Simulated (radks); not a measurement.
Task: These are the eigenvalues of the occupied orbitals of an atom or ion with whole-number occupations (Ry). All-electron calculation, Dirac Kohn-Sham, BLYP, spin-unpolarised, spherical densities, point nucleus. Program: a radial shooting solver on a logarithmic mesh with Libxc functionals.

1s1/2: -5589.283
2s1/2: -978.0538
2p1/2: -936.8814
2p3/2: -817.2032
3s1/2: -229.6945
3p1/2: -211.2699
3p3/2: -185.0666
3d3/2: -154.3367
3d5/2: -148.6749
4s1/2: -49.97959
4p1/2: -42.21044
4p3/2: -36.00979
4d3/2: -23.28531
4d5/2: -22.13472
5s1/2: -8.46046
5p1/2: -6.02215
4f5/2: -5.95158
4f7/2: -5.72230
5p3/2: -5.02215
5d3/2: -1.83340
5d5/2: -1.73750

Which element is it, and in what charge state? The configuration may be excited. Open shells, if any, fill j = l - 1/2 first.

Result: Z = 77, iridium, charge +2: Ir2+ in [Xe] 4f14 5d7. The list shows which subshells hold electrons but not how many an open one holds; the 1s level, -2794.6 hartree, gives Z - s = 74.8 by -(Z - s)^2/2, which with screening and relativity narrows Z to a few neighbours, and the depths of the outer levels then fix element, charge and occupations together.
